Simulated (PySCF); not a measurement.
Te(Et)(SH) (C2H6STe), SMILES C(C)[Te]S.

Geometry optimised at B3LYP-D3(BJ)/def2-SVP. The structure was generated by enumeration, and PubChem lists no compound with its InChIKey, so it may never have been made. The def2 effective core potentials stand for the cores of Te; spin–orbit coupling is left out. One conformer was computed; it need not be the lowest.

Two levels are set side by side: PBE/def2-TZVP (PySCF) and PBE0/def2-TZVP (PySCF). Same geometry, gas phase. Differences are taken from unrounded values.

| quantity | PBE0 | PBE | PBE minus PBE0 |
|---|---|---|---|
| orbital gap (eV) | 4.56 | 2.68 | -1.88 |
| highest occupied level (eV) | -6.24 | -5.18 | 1.05 |
| lowest empty level (eV) | -1.68 | -2.50 | -0.82 |
| dipole moment (D) | 1.91 | 1.81 | -0.10 |
| mean polarisability (bohr³) | 83.6 | 85.4 | 1.9 |

PBE's occupied levels lie high since its potential decays too fast outside the molecule; exact exchange lowers them and widens the gap. Differences between two approximate levels are no errors against the true value.

Rough cost on one machine, each run with all the roots and properties that it gave: PBE0 against PBE within a factor of 2.
